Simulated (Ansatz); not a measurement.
Species: CH₄GeO, SMILES `O=[CH][GeH3]` (charge 0, multiplicity 1).

Q: Give a relaxed geometry from B3LYP-D3(BJ)/def2-TZVP (Ansatz, a program for electronic structure).

A: the end point of this relaxation (outside a Z-matrix the atoms follow the SMILES, hydrogens last).
Z-matrix (Å, degrees):
```
Ge
H 1 1.5327
H 1 1.5393 2 111.14
H 1 1.5393 2 111.16 3 121.07
C 1 2.0191 2 109.04 3 -119.45
O 5 1.2017 1 123.11 2 0.40
H 5 1.1151 6 119.91 1 -179.99
```
